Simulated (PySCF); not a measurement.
C2H3ClFGa.

```xyz
8

Ga    -0.1395    -0.2804     0.2405
F     -0.6275    -1.0991     1.7062
Cl     0.5731     1.7086     0.5511
C     -0.2092    -1.0566    -1.5167
C      0.2129    -0.3340    -2.5628
H     -0.5836    -2.0744    -1.6736
H      0.1974    -0.7294    -3.5862
H      0.5940     0.6874    -2.4422
```

Geometry optimised at ωB97X-D3(BJ)/def2-SVP. The structure was generated by enumeration; whether it is a known compound was not checked. The values are those of a single conformer.

Computed with PBE/pcSseg-1 in PySCF. Non-relativistic, no solvent.

Computed absolute GIAO shielding of each atom: isotropic value and principal components (ppm):
```json
[
 {"atom": "Ga1", "σ(iso)": "1367.0", "σ11": "1123.8", "σ22": "1390.4", "σ33": "1586.9", "span": "463.1"},
 {"atom": "F2", "σ(iso)": "264.8", "σ11": "115.2", "σ22": "329.1", "σ33": "350.0", "span": "234.8"},
 {"atom": "Cl3", "σ(iso)": "902.6", "σ11": "674.0", "σ22": "984.4", "σ33": "1049.3", "span": "375.3"},
 {"atom": "C4", "σ(iso)": "41.4", "σ11": "-55.4", "σ22": "25.8", "σ33": "153.9", "span": "209.3"},
 {"atom": "C5", "σ(iso)": "24.0", "σ11": "-101.8", "σ22": "17.6", "σ33": "156.0", "span": "257.8"},
 {"atom": "H6", "σ(iso)": "24.9", "σ11": "23.5", "σ22": "23.6", "σ33": "27.5", "span": "3.9"},
 {"atom": "H7", "σ(iso)": "24.1", "σ11": "21.4", "σ22": "23.8", "σ33": "27.2", "span": "5.8"},
 {"atom": "H8", "σ(iso)": "24.4", "σ11": "20.6", "σ22": "22.4", "σ33": "30.1", "span": "9.5"}
]
```
